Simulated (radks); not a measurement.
The nuclear charge of the carbon ion C+ is varied continuously with 5 electrons held in [He] 2s2 2p1. All-electron calculation, non-relativistic Kohn-Sham, PBE, spin-polarised, spherical densities, point nucleus; open shells are filled with parallel spins first. Program: a radial shooting solver on a logarithmic mesh with Libxc functionals. By the Hellmann-Feynman theorem dE/dZ = E(electron-nucleus)/Z, the electronic potential at the nucleus.

Z    E (hartree)  E(electron-nucleus)/Z (hartree)  HOMO  e(HOMO) (eV)  <r> HOMO (bohr)
5      -24.60538                         -11.3769    2p        -4.021            2.255
5.2    -26.93614                         -11.9305    2p        -6.177            2.033
5.4    -29.37755                         -12.4835    2p        -8.631            1.857
5.6    -31.92949                         -13.0359    2p       -11.378            1.712
5.8    -34.59187                         -13.5879    2p       -14.411            1.591
6      -37.36462                         -14.1396    2p       -17.730            1.487
6.2    -40.24768                         -14.6910    2p       -21.331            1.397
6.4    -43.24101                         -15.2423    2p       -25.213            1.317
6.6    -46.34458                         -15.7933    2p       -29.375            1.247
6.8    -49.55834                         -16.3443    2p       -33.815            1.184
7      -52.88229                         -16.8951    2p       -38.533            1.128

The central difference of E at Z = 6 is -14.140 hartree, to compare with the third column; the second derivative is -2.76 hartree.
